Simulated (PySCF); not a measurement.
Structure problem from calculated spectra and properties.

Elements present: Al, C, H, N and Si. Monoisotopic mass: 184.0433 u.

| Quantity | Value |
| --- | --- |
| NMR, other nuclei | isotropic shieldings of nuclei other than C and H, by class: -30 (1 N), 268 (1 N), 428 (1 Al), 405 (2 Si) ppm [GIAO CAM-B3LYP/pcSseg-1] |
| UV, strongest line | among the 10 lowest singlet transitions: S3 at 5.51 eV (225 nm, f = 0.044) [TDDFT CAM-B3LYP/def2-SVPD] |
| Dipole | 7.74 D [CAM-B3LYP/def2-SVPD] |
| 1H NMR | chemical shifts (computed TMS as zero) by class: 8.98 (2 H), 8.15 (1 H), 7.68 (2 H), 4.33 (2 H), 4.19 (6 H) ppm [GIAO CAM-B3LYP/pcSseg-1] |
| Rotational structure | rotational constants A, B, C: 1.765, 0.453, 0.417 GHz [PBE0-D3(BJ)/def2-SVP] |
| Valence photoelectron | vertical ionisation energy: 8.30 eV [ΔSCF CAM-B3LYP/def2-SVPD] |
| 13C NMR | chemical shifts (computed TMS as zero) by class: 160.0 (2 C), 152.0 (1 C), 134.1 (2 C) ppm [GIAO CAM-B3LYP/pcSseg-1] |
| UV, first state | lowest singlet excitation: 4.34 eV (286 nm, f = 0.000) [TDDFT CAM-B3LYP/def2-SVPD] |

Electronic properties: PySCF, gas phase, density fitting. Levels stand in brackets. Isolated species at its PBE0-D3(BJ)/def2-SVP geometry (one conformer only). Each NMR value is the plain mean over a class of atoms that symmetry, rotation or inversion makes alike.

Q: Which formula fits the mass and the elements?

A: C5H13AlN2Si2 (calculated 184.0433). No other formula that holds each of these elements comes within 0.0003 u with a fitting electron parity and a possible valence count.

Q: What is the compound? Reason from the data.

A: Numbering: `[SiH3:1][N:2]([SiH3:3])[AlH2-:4][n+:5]1[cH:6][cH:7][cH:8][cH:9][cH:10]1`. 5 carbons fall into 3 classes; from least to most shielded: aromatic CH next to a ring nitrogen [C6/C10] (160.0 ppm, 2 C), aromatic CH carbon [C8] (152.0 ppm), aromatic CH carbon [C7/C9] (134.1 ppm, 2 C). Hydrogen classes from least to most shielded: 2 H on 2 like atoms (aromatic CH next to a ring nitrogen), C6/C10 (8.98 ppm), 1 H on an aromatic CH carbon, C8 (8.15 ppm), 2 H on 2 aromatic CH carbons, C7/C9 (7.68 ppm), 2 H on an aluminium bonded to 2 N and 2 H, Al4 (4.33 ppm), 6 H on 2 SiH3 silicons, Si1/Si3 (4.19 ppm, a mean of values up to 2.2 ppm apart in this geometry). The other shieldings belong to: -30 ppm, nitrogen bonded to Al and 2 C [N5]; 268 ppm, nitrogen bridging silicon atoms [N2]; 428 ppm, aluminium bonded to 2 N and 2 H [Al4]; 405 ppm, SiH3 silicon [Si1/Si3]. S1 is mainly HOMO→LUMO (weight 0.97); the largest Löwdin shares of the orbital it empties are 0.44 on the nitrogen bridging silicon atoms, 0.11 on the aluminium bonded to 2 N and 2 H and 0.09 on each of 2 atoms of one kind (Al–H hydrogen), of the orbital it fills 0.24 on an aromatic CH carbon, 0.21 on the nitrogen bonded to Al and 2 C and 0.13 on each of 2 atoms of one kind (aromatic CH next to a ring nitrogen). By its constants the optimised geometry is an asymmetric top. Structure: `[SiH3][N]([SiH3])[AlH2-][n+]1ccccc1`. The assignments are read from this structure; whether some other isomer fits the data as well wasn't checked.

Shape of the structure used: `[SiH3:1][N:2]([SiH3:3])[AlH2-:4][n+:5]1[cH:6][cH:7][cH:8][cH:9][cH:10]1`: Si1–N2–Al4–N5 2°, N2–Al4–N5–C6 87°.
